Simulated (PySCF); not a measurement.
In(Et)2 (C4H10In), SMILES [CH2]([In+][CH2]C)C, charge +1. Atoms are numbered in the order given.

```xyz
15

In     0.0000     0.0000    -0.0021
C      0.6899     2.0298    -0.0024
C     -0.4217     3.0713     0.0080
H      1.3334     2.1071    -0.8945
H      1.3462     2.1031     0.8807
H     -1.0563     3.0091     0.9041
H     -1.0692     3.0131    -0.8791
H      0.0315     4.0754     0.0070
C     -0.6899    -2.0298    -0.0024
C      0.4217    -3.0713     0.0080
H     -1.3334    -2.1071    -0.8945
H     -1.3462    -2.1031     0.8807
H      1.0563    -3.0091     0.9041
H      1.0692    -3.0131    -0.8791
H     -0.0315    -4.0754     0.0070
```
Charge +1, spin multiplicity 1.

Geometry: PBE0-D3(BJ)/def2-SVP. The multiplicity is an assumed one; other spin states were not compared. The isomer is the one that the SMILES or the coordinates give; other isomers of the formula were not compared. The def2 effective core potentials stand for the cores of In; spin–orbit coupling is left out. One conformer was computed; it need not be the lowest.

Calculation: CAM-B3LYP/def2-TZVP (PySCF).

Isolated molecule, no solvent.

```yaml
total_energy: -348.25863 hartree
point_group: C2
highest_occupied_level: -13.24 eV
lowest_empty_level: -5.50 eV
orbital_gap: 7.75 eV
dipole_moment_about_the_centre_of_nuclear_charge: 0.00 D
mean_static_polarisability: 82.9 bohr³ (12.28 Å³)
polarisability_principal_values: 59.0, 63.9, 125.7 bohr³
```
